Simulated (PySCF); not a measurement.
A small calculation by hand: entropy of an ideal gas

CH4OTe, SMILES CO[TeH].

Coordinates come from a PBE-D3(BJ)/def2-SVP optimisation. The def2 effective core potentials stand for the cores of Te; spin–orbit coupling is left out.

PBE-D3(BJ)/def2-SVP (PySCF) gives the harmonic wavenumbers 164, 200, 272, 516, 647, 1042, 1126, 1135, 1388, 1400, 1430, 1984, 2903, 2975, 3019 cm⁻¹ and the rotational temperatures 1.6337, 0.1493, 0.1437 K. The molar mass is 159.64 g/mol, the symmetry number 1, the spin multiplicity 1.

### Question
Work out the entropy at 298.15 K and 1 atm in the rigid-rotor, harmonic-oscillator model.

### Answer

Translation (Sackur–Tetrode at 1 atm): S = R[1.5 ln M + 2.5 ln T − 1.16487] = 172.0 J/(mol K).
Rotation: q = (√π/σ) T^1.5/√(θA θB θC) = 48700, S = R[ln q + 3/2] = 102.2 J/(mol K).
Vibration: with u = 1.4388 ν/T, each mode gives R[u/(e^u − 1) − ln(1 − e^−u)]:
| ν (cm⁻¹) | modes | u | S (J/(mol K)) |
|---|---|---|---|
| 164 | 1 | 0.79 | 10.47 |
| 200 | 1 | 0.97 | 8.92 |
| 272 | 1 | 1.31 | 6.63 |
| 516 | 1 | 2.49 | 2.59 |
| 647 | 1 | 3.12 | 1.57 |
| 1042 | 1 | 5.03 | 0.33 |
| 1126 | 1 | 5.43 | 0.23 |
| 1135 | 1 | 5.48 | 0.23 |
| 1388 | 1 | 6.70 | 0.08 |
| 1400 | 1 | 6.76 | 0.08 |
| 1430 | 1 | 6.90 | 0.07 |
| 1984 | 1 | 9.57 | 0.01 |
The stiffer modes add less than 0.005 each. Sum 31.2 J/(mol K).
Spin: R ln 1 = 0.0 J/(mol K).
Total 305.4 J/(mol K); the program's own thermochemistry gives 305.4. Translation makes up 56 % and vibration 10 %. Anharmonicity, hindered rotation and orbital degeneracy are left out.
